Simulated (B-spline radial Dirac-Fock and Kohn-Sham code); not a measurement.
# EELS cross sections of the Te N1 edge

System: atomic tellurium, [Kr] 4d10 5s2 5p4. Calculated with a B-spline atomic structure program, using the first Born approximation with generalised oscillator strengths from a Dirac-Hartree-Slater potential (longitudinal and transverse terms; continuum final states only, so no white lines or fine structure). The edge is taken at 169.4 eV (tabulated value).

Input of the calculation (task.json; shells as n, l, electrons):

```json
{"items": [{
  "Z": 52,
  "q": 0,
  "cfg": [[1, 0, 2], [2, 0, 2], [2, 1, 6], [3, 0, 2], [3, 1, 6], [3, 2, 10], [4, 0, 2], [4, 1, 6], [4, 2, 10], [5, 0, 2], [5, 1, 4]],
  "A": 130,
  "rrms": 4.7423,
  "do": "eels",
  "beams": [[80, 50], [80, 100], [100, 10], [100, 20], [100, 50], [120, 20], [120, 50], [200, 50], [200, 100], [300, 5], [300, 10], [300, 20], [300, 50], [300, 100]],
  "edges": {"N1": 169.4}
}]}
```

Command: `python xray2_run.py task.json out`

Partial cross sections σ(β, Δ) in barn, integrated over a window Δ above the edge and up to the collection semi-angle β, for parallel illumination:

```
E₀ (kV)  β (mrad)  Δ = 25 eV  Δ = 50 eV  Δ = 100 eV  Δ = 200 eV  Δ = 300 eV
     80        50       2350       4350        6450        8810       10100
     80       100       2740       5260        8010       11200       13200
    100        10        737       1360        2240        3240        3710
    100        20       1040       1890        3050        4420        5130
    100        50       2140       4000        5980        8200        9430
    120        20        996       1810        2890        4170        4850
    120        50       1960       3700        5560        7670        8850
    200        50          ?          ?           ?           ?           ?
    200       100       1510       2900        4440        6260        7390
    300         5        434        803        1340        1940        2240
    300        10        574       1050        1720        2520        2930
    300        20        961       1760        2660        3700        4270
    300        50       1240       2380        3650        5160        6090
    300       100       1240       2380        3660        5170        6100
```

Question: Give the row for 200 kV and 50 mrad.

Answer: 1500 b for 25 eV, 2870 b for 50 eV, 4390 b for 100 eV, 6170 b for 200 eV, 7230 b for 300 eV.
